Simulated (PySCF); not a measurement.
Numbering as in the mapped SMILES `[N:1]#[C:2][Ga:3]`.

Geometry: PBE0-D3(BJ)/def2-SVP; GIAO shifts from PySCF, gas phase, non-relativistic, averaged over equivalent atoms.

At PBE0/pcSseg-1 (75 basis functions, 6.7 s wall time on 1 thread of an Arm Neoverse N1, shared host):
| atoms | δ (ppm) |
| --- | --- |
| N1 | 309.4 |
| C2 | 145.0 |
| Ga3 | 68.0 |

Shifts are taken against calculated references (same method and geometry level): NH3 for 15N (265.67 ppm); 13C (184.41 ppm) vs TMS; 71Ga (1710.18 ppm) against GaH4-.

Estimate the result of repeating the calculation with wB97X-D/pcSseg-2.

Results:


| atoms | δ at wB97X-D/pcSseg-2 | change |
| --- | --- | --- |
| N1 | 302.3 | -7.1 |
| C2 | 149.4 | +4.4 |
| Ga3 | 84.4 | +16.4 |

Shifts are taken against calculated references (same method and geometry level): 15N (σref 260.06) vs NH3; 13C (σref 184.42) vs TMS; 71Ga (σref 1711.93) against GaH4-.

The largest change is at Ga3 (Ga bonded to C). Cost: 135 basis functions, 13 s wall time on 1 thread of an Arm Neoverse N1, shared host.

Relativistic effects, spin–orbit coupling among them, are left out; they matter for Ga and for the light atoms bonded to it. Experimental scales use liquid or dissolved standards, which lie at an offset from isolated NH3 (liquid NH3: subtract about 20 ppm). Unscaled 15N shifts of sp2 nitrogen come out 20 to 40 ppm too high even then.
